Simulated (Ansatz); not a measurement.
Geometry optimisation, RKS BHLYP-D4/6-31G* (Ansatz).

The input (input.yaml):

```yaml
crystal:
  periodic: [false, false, false]
  atoms:
    - { symbol: P, position_ang: [-1.8723, 1.3541, -0.5844] }
    - { symbol: Al, position_ang: [0.2537, 0.8119, -1.1887] }
    - { symbol: Si, position_ang: [1.1589, -1.1506, -0.2895] }
    - { symbol: P, position_ang: [0.0645, -1.8089, 1.449] }
    - { symbol: H, position_ang: [-1.6011, 2.8017, -0.4678] }
    - { symbol: H, position_ang: [-1.7211, 1.1272, 0.8119] }
    - { symbol: H, position_ang: [1.2957, 2.0185, -1.472] }
    - { symbol: H, position_ang: [1.2404, -2.1894, -1.307] }
    - { symbol: H, position_ang: [2.5725, -0.863, 0.2046] }
    - { symbol: H, position_ang: [-1.09122, -2.33323, 0.72913] }
    - { symbol: H, position_ang: [0.73572, -3.16599, 1.48139] }
basis:
  gaussian: { orbitals: "6-31G*" }
hamiltonian:
  xc: { name: BHLYP }
  dispersion: d4
relax:
  f_tol: 0.015
  max_steps: 40
```

Launched with:

```bash
$ ansatz run input.yaml --threads 1 --pin off --max-ram 2048MiB --backend cpu --events-out ev --progress --plain --runs-dir out
```

Task: Where does it end, and by what steps?

Result: It converged. The force dipped under the threshold on the way, but the program's further checks kept it going. After 10 steps the energy has fallen by 0.656 eV; H7 moved furthest, 0.51 Å.

```json
{"step": "0", "energy less start (eV)": "0.0000", "largest force component (eV/Å)": "2.650", "accepted": "yes"}
{"step": "1", "energy less start (eV)": "-0.5322", "largest force component (eV/Å)": "0.686", "accepted": "yes"}
{"step": "2", "energy less start (eV)": "-0.6069", "largest force component (eV/Å)": "0.206", "accepted": "yes"}
{"step": "3", "energy less start (eV)": "-0.6306", "largest force component (eV/Å)": "0.308", "accepted": "yes"}
{"step": "4", "energy less start (eV)": "-0.6455", "largest force component (eV/Å)": "0.222", "accepted": "yes"}
{"step": "5", "energy less start (eV)": "-0.6548", "largest force component (eV/Å)": "0.049", "accepted": "yes"}
{"step": "6", "energy less start (eV)": "-0.6554", "largest force component (eV/Å)": "0.036", "accepted": "yes"}
{"step": "7", "energy less start (eV)": "-0.6559", "largest force component (eV/Å)": "0.019", "accepted": "yes"}
{"step": "8", "energy less start (eV)": "-0.6558", "largest force component (eV/Å)": "0.048", "accepted": "no"}
{"step": "9", "energy less start (eV)": "-0.6561", "largest force component (eV/Å)": "0.010", "accepted": "yes"}
{"step": "10", "energy less start (eV)": "-0.6565", "largest force component (eV/Å)": "0.013", "accepted": "yes"}
```

```xyz
11
Properties=species:S:1:pos:R:3
P -1.840 1.420 -0.550
Al 0.389 0.974 -1.028
Si 1.321 -1.151 -0.241
P 0.052 -1.893 1.486
H -1.716 2.798 -0.278
H -1.834 0.992 0.793
H 1.176 1.971 -1.969
H 1.409 -2.145 -1.339
H 2.693 -0.978 0.291
H -1.105 -2.151 0.721
H 0.492 -3.234 1.480
```

Run time: 47 s on 1 thread of Intel(R) Xeon(R) Platinum 8488C (Sapphire Rapids) (shared host), peak memory 0.21 GiB.
